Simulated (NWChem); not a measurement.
The numbers come from NWChem runs, not from measurements. System: H$_{4}$Si$_{2}$, charge 0, spin multiplicity 1, at a geometry optimised with PBE/def2-SVP. The structure started from a generated list of species. Level: LDA (SVWN5)/def2-TZVP.

Job file:

```
start mol
memory heap 200 mb stack 900 mb global 1100 mb
geometry units angstroms nocenter noautoz noautosym
  Si    -1.036902    -0.262550     0.061898
  Si     1.266944     0.341060    -0.189753
  H     -1.323491    -1.556230     0.785209
  H     -1.864885    -0.222484    -1.196435
  H     -1.527980     0.866694     0.953013
  H      1.495769    -0.187123     1.248182
end
basis spherical
  * library def2-tzvp
end
dft
  xc slater vwn_5
  semidirect memsize 60000000 filesize 0
  iterations 100
end
task dft energy
```

Output (cleaned and shortened):

```
             Northwest Computational Chemistry Package (NWChem) 7.3.0
             --------------------------------------------------------

                                NWChem Input Module
                                -------------------

 Scaling coordinates for geometry "geometry" by  1.889725989
 (inverse scale =  0.529177249)

                             Geometry "geometry" -> ""
                             -------------------------

 Output coordinates in angstroms (scale by  1.889725989 to convert to a.u.)

  No.       Tag          Charge          X              Y              Z
 ---- ---------------- ---------- -------------- -------------- --------------
    1 Si                  14.0000    -1.03690200    -0.26255000     0.06189800
    2 Si                  14.0000     1.26694400     0.34106000    -0.18975300
    3 H                    1.0000    -1.32349100    -1.55623000     0.78520900
    4 H                    1.0000    -1.86488500    -0.22248400    -1.19643500
    5 H                    1.0000    -1.52798000     0.86669400     0.95301300
    6 H                    1.0000     1.49576900    -0.18712300     1.24818200

 Effective nuclear repulsion energy (a.u.)      73.3922882923

            Nuclear Dipole moment (a.u.)
            ----------------------------
        X                 Y               Z
 ---------------- ---------------- ----------------
     0.0000018897    -0.0000056692    -0.0000018897


 Summary of "ao basis" -> "" (spherical)
 ------------------------------------------------------------------------------
       Tag                 Description            Shells   Functions and Types
 ---------------- ------------------------------  ------  ---------------------
 *                         def2-tzvp                  on all atoms

                                 NWChem DFT Module
                                 -----------------

 Summary of "ao basis" -> "ao basis" (spherical)
 ------------------------------------------------------------------------------
       Tag                 Description            Shells   Functions and Types
 ---------------- ------------------------------  ------  ---------------------
 Si                        def2-tzvp                13       37   5s5p2d1f
 H                         def2-tzvp                 4        6   3s1p

 Summary of "ao basis" -> "ao basis" (spherical)
 ------------------------------------------------------------------------------
       Tag                 Description            Shells   Functions and Types
 ---------------- ------------------------------  ------  ---------------------
 Si                        def2-tzvp                13       37   5s5p2d1f
 H                         def2-tzvp                 4        6   3s1p

            General Information
            -------------------
          SCF calculation type: DFT
          Wavefunction type:  closed shell.
          No. of atoms     :     6
          No. of electrons :    32
           Alpha electrons :    16
            Beta electrons :    16
          Charge           :     0
          Spin multiplicity:     1
          Use of symmetry is: off; symmetry adaption is: off
          Maximum number of iterations: 100
          AO basis - number of functions:    98
                     number of shells:    42
          Convergence on energy requested:  1.00D-06
          Convergence on density requested:  1.00D-05
          Convergence on gradient requested:  5.00D-04

              XC Information
[...]
 ---------------- ----- ----------------- --------- --------- ---------  ------
 d= 0,ls=0.0,diis     1   -578.9305843695 -6.52D+02  7.30D-03  1.14D+00     1.1
 d= 0,ls=0.0,diis     2   -578.9509030948 -2.03D-02  6.46D-03  6.84D-02     1.3
 d= 0,ls=0.0,diis     3   -578.9470879811  3.82D-03  3.45D-03  8.77D-02     1.5
 d= 0,ls=0.0,diis     4   -578.9671002807 -2.00D-02  3.94D-04  1.00D-03     1.7
 d= 0,ls=0.0,diis     5   -578.9672110669 -1.11D-04  1.66D-04  2.85D-04     1.9
  Resetting Diis
 d= 0,ls=0.0,diis     6   -578.9672644986 -5.34D-05  4.38D-05  5.38D-06     2.1
 d= 0,ls=0.0,diis     7   -578.9672651755 -6.77D-07  5.30D-05  2.22D-06     2.3
 d= 0,ls=0.0,diis     8   -578.9672637946  1.38D-06  3.56D-05  7.09D-06     2.4
 d= 0,ls=0.0,diis     9   -578.9672657595 -1.96D-06  2.40D-06  5.44D-08     2.6
 d= 0,ls=0.0,diis    10   -578.9672657708 -1.13D-08  3.90D-07  1.61D-09     2.9

         Total DFT energy =     -578.967265770808
      One electron energy =     -950.701238891868
           Coulomb energy =      339.122840237430
    Exchange-Corr. energy =      -40.781155408690
 Nuclear repulsion energy =       73.392288292320

 Numeric. integr. density =       31.999987867031

     Total iterative time =      2.7s

                       DFT Final Molecular Orbital Analysis
                       ------------------------------------

 Vector   14  Occ=2.000000D+00  E=-3.113955D-01
              MO Center= -1.3D+00, -3.3D-02, -1.9D-01, r^2= 2.6D+00
   Bfn.  Coefficient  Atom+Function         Bfn.  Coefficient  Atom+Function
  ----- ------------  ---------------      ----- ------------  ---------------
    17      0.292514  1 Si pz                82     -0.228206  4 H  s
    88      0.181386  5 H  s                 83     -0.140978  4 H  s
    81     -0.138705  4 H  s                  8     -0.128436  1 Si pz
    14      0.122558  1 Si pz                89      0.118931  5 H  s
    20      0.116508  1 Si pz                87      0.109822  5 H  s

 Vector   15  Occ=2.000000D+00  E=-2.644599D-01
              MO Center=  4.7D-01,  2.0D-02,  8.7D-02, r^2= 3.5D+00
   Bfn.  Coefficient  Atom+Function         Bfn.  Coefficient  Atom+Function
  ----- ------------  ---------------      ----- ------------  ---------------
    54      0.238031  2 Si pz                94      0.215689  6 H  s
    15     -0.202416  1 Si px                95      0.200275  6 H  s
    52      0.192979  2 Si px                41     -0.156206  2 Si s
    42     -0.149737  2 Si s                 82      0.133604  4 H  s
    93      0.132369  6 H  s                 83      0.113192  4 H  s

 Vector   16  Occ=2.000000D+00  E=-2.133841D-01
              MO Center=  9.0D-01,  2.6D-01, -1.6D-01, r^2= 3.5D+00
   Bfn.  Coefficient  Atom+Function         Bfn.  Coefficient  Atom+Function
  ----- ------------  ---------------      ----- ------------  ---------------
    42      0.345252  2 Si s                 41      0.286604  2 Si s
    52      0.267025  2 Si px                15     -0.226938  1 Si px
    55      0.173064  2 Si px                54     -0.171852  2 Si pz
    40     -0.166542  2 Si s                 53      0.156862  2 Si py
    18     -0.122799  1 Si px                57     -0.122749  2 Si pz

 Vector   17  Occ=0.000000D+00  E=-1.613554D-01
              MO Center=  1.0D+00,  2.6D-01, -1.2D-01, r^2= 3.0D+00
   Bfn.  Coefficient  Atom+Function         Bfn.  Coefficient  Atom+Function
  ----- ------------  ---------------      ----- ------------  ---------------
    53      0.441198  2 Si py                56      0.377130  2 Si py
    54      0.183182  2 Si pz                57      0.157139  2 Si pz
    44     -0.152593  2 Si py                50      0.149483  2 Si py
    89     -0.135040  5 H  s                 52     -0.133693  2 Si px
    55     -0.111938  2 Si px                88     -0.086866  5 H  s

 Vector   18  Occ=0.000000D+00  E=-2.750091D-02
              MO Center=  4.2D-01,  6.9D-02, -6.6D-02, r^2= 6.2D+00
   Bfn.  Coefficient  Atom+Function         Bfn.  Coefficient  Atom+Function
  ----- ------------  ---------------      ----- ------------  ---------------
     5      1.063187  1 Si s                 55      0.835483  2 Si px
    18      0.667642  1 Si px                95     -0.486542  6 H  s
    77     -0.460188  3 H  s                 42     -0.394222  2 Si s
    57      0.373469  2 Si pz                52      0.307006  2 Si px
     4      0.253008  1 Si s                 19     -0.249611  1 Si py

 Vector   19  Occ=0.000000D+00  E=-6.913987D-03
              MO Center= -2.3D-01, -3.6D-02, -1.4D-02, r^2= 5.8D+00
   Bfn.  Coefficient  Atom+Function         Bfn.  Coefficient  Atom+Function
  ----- ------------  ---------------      ----- ------------  ---------------
    42      1.050329  2 Si s                 95     -0.959005  6 H  s
    18     -0.794858  1 Si px                77     -0.689328  3 H  s
    20      0.650601  1 Si pz                89     -0.640461  5 H  s
    57      0.493345  2 Si pz                56     -0.314568  2 Si py
    41      0.303704  2 Si s                 55     -0.304189  2 Si px

 center of mass
 --------------
 x =   0.10049783 y =   0.03429835 z =  -0.05585569

 moments of inertia (a.u.)
 ------------------
          50.201153482105         -73.294783013400          24.325435864165
         -73.294783013400         322.492440742773           9.282209752661
          24.325435864165           9.282209752661         332.614451502271

     Multipole analysis of the density
     ---------------------------------

     L   x y z        total         alpha         beta         nuclear
     -   - - -        -----         -----         ----         -------
     0   0 0 0     -0.000000    -16.000000    -16.000000     32.000000

     1   1 0 0      0.096492      0.048245      0.048245      0.000002
     1   0 1 0     -0.058240     -0.029117     -0.029117     -0.000006
     1   0 0 1      0.002159      0.001080      0.001080     -0.000002

     2   2 0 0    -23.968764    -96.486213    -96.486213    169.003662
     2   1 1 0     -1.021807    -19.671762    -19.671762     38.321717
     2   1 0 1      0.204475      4.854318      4.854318     -9.504161
     2   0 2 0    -21.295427    -21.095017    -21.095017     20.894606
     2   0 1 1      1.157125      3.251379      3.251379     -5.345632
     2   0 0 2    -23.155011    -20.633596    -20.633596     18.112181

 Task  times  cpu:        2.9s     wall:        2.9s

 Total times  cpu:        2.9s     wall:        2.9s
```
